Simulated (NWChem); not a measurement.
Isomers of C4H4F2, each optimised at PBE0/def2-SVP with NWChem, gas phase unless a solvent is named. Flexible species stand in one conformer each, which need not be the lowest. 

A: CC(F)=C=CF
B: C=C(F)C(=C)F
C: C=C(F)/C=C\F
D: CC=C=C(F)F

```csv
quantity,A,B,C,D
"dipole (D), PBE0/def2-SVP",2.10,0.00,2.41,2.37
"orbital gap (eV), PBE0/def2-SVP",7.50,6.05,5.88,6.65
"highest harmonic frequency (cm⁻¹), PBE0/def2-SVP",3201,3327,3315,3184
"SMD solvation free energy in toluene, PBE0/def2-SVP (kcal/mol)",-2.6,-1.4,-2.6,-2.1
```
